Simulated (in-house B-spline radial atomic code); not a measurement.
# The bromine ion Br⁵⁺: [Ar] 3d9 4s2 8g1 (an excited or competing configuration)

Level of theory: Dirac-Hartree-Fock, average of configuration, Fermi nucleus of rms radius 4.1629 fm; calculated with a B-spline radial code for spherical atoms.

Effective charges: Z_r = [3n² - l(l+1)]/(2<r>) from the radius, Z_e = n√(-2ε) from the energy, and Slater's rules. Values are occupation-weighted means over j. An effective charge above Z reflects the relativistic contraction of the inner shells.

```tsv
shell	electrons	ε (eV)	<r> (bohr)	Z_r	Z_e	Slater
1s	2	-13673	0.04273	35.10	31.70	34.70
2s	2	-1933.6	0.1886	31.82	23.84	30.85
2p	6	-1713	0.1653	30.26	22.44	30.85
3s	2	-378.12	0.542	24.91	15.82	23.75
3p	6	-304.93	0.5537	22.57	14.20	23.75
3d	9	-186.85	0.5609	18.72	11.12	14.20
4s	2	-102.4	1.413	16.98	10.97	10.20
8g	1	-7.6751	14.28	6.02	6.01	-
```

The least bound orbital is 8g9/2 at -7.675 eV, and it is also the most diffuse (<r> = 14.28 bohr). The part-filled 3d shell lies below the filled 4s shell in orbital energy.

Spin-orbit splittings of the orbital energies (j = l + 1/2 above j = l - 1/2 when positive): 2p 47.95 eV, 3p 7.415 eV, 3d 1.208 eV, 8g 7.839e-05 eV.

For the 1s electron the small component carries 1.61 % of the norm, the zero-frequency Breit interaction raises the level by 21.57 eV, self-energy by 11.38 eV, and vacuum polarisation lowers it by 1.161 eV.
